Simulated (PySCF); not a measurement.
## Nb⁺: ionisation energy

Nb⁺ [Kr] 4d4 (5D) → Nb²⁺ [Kr] 4d3 (4F), as a difference of total energies. Calculation: PySCF 2.14, in x2c-SVPall (6s5p5d1f, 53 functions); scalar relativity by spin-free X2C-1e. Correlated levels: valence: [Kr] frozen. The calculations carry no spin-orbit coupling.

**Question.** Order these methods by the ionisation energy they give, lowest first.
A. UHF
B. SCS-MP2 (valence)
C. TPSS
D. M06-L

**Answer.** A (13.081 eV), B (13.227 eV), D (13.897 eV), C (14.279 eV).

The reference lies between the lowest fine-structure levels, while these numbers refer to the centres of the terms.

Errors of the correlated levels include the incompleteness of this basis and the frozen core.

For comparison: 14.32 eV (semi-empirical (NIST evaluation); NIST Atomic Spectra Database, ionization energies).
